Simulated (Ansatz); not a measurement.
`C[NH][GeH2][F]` and `C[NH][GeH2][OH]` differ in one atom or group.

Ansatz, PBE0-D4/def2-TZVP geometries, multiplicity 1. Each molecule was computed in one conformer, which needn't be the lowest.

Scalar relativity is left out up to krypton.

```json
{"property": "HOMO energy (B3LYP/def2-TZVPP) / eV", "`C[NH][GeH2][F]`": "-6.97"}
{"property": "LUMO energy (PBE0/def2-TZVPP) / eV", "`C[NH][GeH2][F]`": "0.68"}
{"property": "size of the dipole moment (PBE/def2-TZVPP) / D", "`C[NH][GeH2][F]`": "2.04"}
{"property": "HOMO–LUMO gap (B3LYP/def2-TZVPP) / eV", "`C[NH][GeH2][F]`": "7.34"}
{"property": "HOMO energy (ωB97M-V/def2-TZVPP) / eV", "`C[NH][GeH2][F]`": "-9.56"}
{"property": "HOMO energy (PBE0/def2-TZVPP) / eV", "`C[NH][GeH2][F]`": "-7.20"}
```

What does the change do to each property? (Estimate.)

Ansatz gave: 
```csv
property,`C[NH][GeH2][OH]`,shift
HOMO energy (B3LYP/def2-TZVPP) / eV,-6.59,0.38
LUMO energy (PBE0/def2-TZVPP) / eV,0.53,-0.15
size of the dipole moment (PBE/def2-TZVPP) / D,1.88,-0.16
HOMO–LUMO gap (B3LYP/def2-TZVPP) / eV,6.79,-0.55
HOMO energy (ωB97M-V/def2-TZVPP) / eV,-9.17,0.39
HOMO energy (PBE0/def2-TZVPP) / eV,-6.81,0.39
```

With PBE0 the HOMO rises by 0.39 eV and the LUMO falls by 0.15 eV, so the gap narrows by about 0.54 eV. PBE moves the HOMO by 0.38 eV and ωB97M-V by 0.39 eV. Dipoles are sizes alone; their direction can turn.

B3LYP here is the variant with VWN-RPA as its local correlation; programs differ in this.
